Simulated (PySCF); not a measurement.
# Electron correlation in Ba (barium, neutral)

[Xe] 6s2, closed-shell 1S. All numbers are calculated (PySCF 2.14, the spin-free X2C one-electron Hamiltonian (Gaussian nucleus), in ANO-RCC-VTZP (8s7p4d2f1g, 72 functions)). Frozen: [Xe]; 2 electrons correlated.

With two correlated electrons CCSD is exact within the correlated space (frozen core and kept virtual orbitals).

```json
{"level": "CCSD", "correlation energy (mhartree)": "-23.54"}
```

Diagnostics: T1 = 0.016, D1 = 0.0225, largest double amplitude 0.123.

Cost of the coupled-cluster step: of the order of 0.8 core-seconds, for 2 correlated electrons.

Iterations:

```
CC2 = 0
CCSD nocc = 1, nmo = 45
frozen orbitals [0, 1, 2, 3, 4, 5, 6, 7, 8, 9, 10, 11, 12, 13, 14, 15, 16, 17, 18, 19, 20, 21, 22, 23, 24, 25, 26]
max_cycle = 100
direct = 0
conv_tol = 1e-08
conv_tol_normt = 1e-06
diis_space = 8
diis_start_cycle = 0
Init t2, MP2 energy = -8131.30908140953  E_corr(MP2) -0.0162687037274256
Init E_corr(CCSD) = -0.0162687037294076
cycle = 1  E_corr(CCSD) = -0.0203508178193271  dE = -0.00408211409  norm(t1,t2) = 0.0585688
cycle = 2  E_corr(CCSD) = -0.0220185403375387  dE = -0.00166772252  norm(t1,t2) = 0.0274649
cycle = 3  E_corr(CCSD) = -0.023520035299399  dE = -0.00150149496  norm(t1,t2) = 0.0136817
cycle = 4  E_corr(CCSD) = -0.0235326233409497  dE = -1.25880416e-05  norm(t1,t2) = 0.00182393
cycle = 5  E_corr(CCSD) = -0.023540899716919  dE = -8.27637597e-06  norm(t1,t2) = 0.000880651
cycle = 6  E_corr(CCSD) = -0.0235382799768291  dE = 2.61974009e-06  norm(t1,t2) = 0.000194863
cycle = 7  E_corr(CCSD) = -0.0235373907777906  dE = 8.89199038e-07  norm(t1,t2) = 4.15223e-05
cycle = 8  E_corr(CCSD) = -0.0235386970628535  dE = -1.30628506e-06  norm(t1,t2) = 1.06575e-05
cycle = 9  E_corr(CCSD) = -0.0235384170460535  dE = 2.800168e-07  norm(t1,t2) = 2.78173e-06
cycle = 10  E_corr(CCSD) = -0.0235384915100996  dE = -7.44640461e-08  norm(t1,t2) = 6.96668e-07
cycle = 11  E_corr(CCSD) = -0.0235384888160908  dE = 2.69400882e-09  norm(t1,t2) = 4.39001e-08
CCSD converged
E(CCSD) = -8131.31635119462  E_corr = -0.0235384888160908
```
